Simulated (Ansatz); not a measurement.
Input file for Ansatz (a first-principles code): R-B3LYP/def2-TZVPP on Cl2MoO2 (SMILES [O]=[Mo](=[O])([Cl])[Cl]). Elements past Kr take the def2 small-core potentials; no spin–orbit coupling.

Ansatz 0.2 input:
```yaml
crystal:
  periodic: [false, false, false]
  atoms:
    - {symbol: Mo, position_ang: [0.11086622, 0.00000000, -0.00000000]}
    - {symbol: O, position_ang: [1.10768389, 0.95334512, 0.95345438]}
    - {symbol: O, position_ang: [1.10768389, -0.95334513, -0.95345437]}
    - {symbol: Cl, position_ang: [-1.16316701, 1.31879771, -1.31874243]}
    - {symbol: Cl, position_ang: [-1.16316700, -1.31879770, 1.31874242]}
basis:
  gaussian:
    orbitals: def2-TZVPP
hamiltonian:
  xc: {name: B3LYP}
scf: {lower_state_search: off}
```

Program output:

```
WARN ansatz: RAYON_NUM_THREADS=4 ignored (pool sized by the plan → 4); use --threads N
Functional definition: B3LYP
these checks for a lower state are left out or cut short: stability, starts, cluster_reference, orbital_swaps, neighbouring_geometries, increment
integrals: 0.15 GiB planned
1290 factors; their error is unknown
mean field: 1.27 GiB planned
mean field evaluation 1: about -30987.7997 eV, gradient 1.0e2 eV
mean field evaluation 2: about -30713.0482 eV, gradient 3.6e2 eV
mean field evaluation 4: about -31004.1998 eV, gradient 1.7e1 eV
mean field evaluation 8: about -31004.8370 eV, gradient 4.9e-1 eV
mean field evaluation 16: about -31004.9524 eV, gradient 1.1e-4 eV
mean field -31004.95238114 eV, -1139.4109840955 hartree, gradient 3.8e-6 eV, S^2 0.000000; 0 other end points of the search recorded, 0 dependent functions left out
reference -31004.95266033 eV, -1139.4109943554 hartree; 32, 32 occupied and 170, 170 virtual orbitals, 1290 factors
Total energy: -31004.95266033 eV, -1139.4109943554 hartree
Checks for a lower state left out: stability, starts, cluster_reference, orbital_swaps, neighbouring_geometries, increment
```

Self-consistency was reached.

Cost: very roughly 7 core-seconds.
